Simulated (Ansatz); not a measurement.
Li(Me) (CH₃Li), SMILES [Li][CH3].

Geometry optimised at B3LYP-D3(BJ)/def2-TZVPD. The isomer is the one that the SMILES or the coordinates give; other isomers of the formula were not compared.

Two levels are set side by side: PBE/def2-TZVPD (Ansatz, a first-principles code) and ωB97X-V/def2-TZVPD (Ansatz). Energy differences of separate SCF runs at the same geometry; the states with an electron removed or added have multiplicity 2 and 2. Differences are taken from unrounded values.

| quantity | ωB97X-V | PBE | PBE minus ωB97X-V |
|---|---|---|---|
| vertical ionisation energy (eV) | 7.47 | 7.51 | 0.04 |
| vertical singlet–triplet gap (eV) | 2.98 | 2.83 | -0.15 |
